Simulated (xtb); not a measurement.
AlFClBr, SMILES [F][Al]([Cl])[Br]. All values are semi-empirical tight-binding results from xtb (GFN2-xTB unless named), good for trends rather than for accurate numbers. The structure is a stationary point at GFN2-xTB.

Optimised geometry:

```xyz
4

Al    -0.3946    -0.6237     0.0000
F     -2.0269    -0.8456     0.0000
Cl     0.8558    -2.2012     0.0000
Br     0.2521     1.5182     0.0000
```
Charge 0, spin multiplicity 1.

For metal compounds this method's bond lengths and energies can be far off.

Computed properties:
* **point group as xtb finds it**: Cs
* **orbital gap**: 4.35 eV
* **zero-point energy**: 3.2 kcal/mol
* **G − E(el) at 298.15 K (modified RRHO)**: -16.4 kcal/mol

Computed atomic charges and the Wiberg bond orders between heavy atoms:
charges (e) Al1 0.46, F2 -0.24, Cl3 -0.10, Br4 -0.11. Bond orders Al1–F2 1.23, Al1–Cl3 1.38, Al1–Br4 1.29.
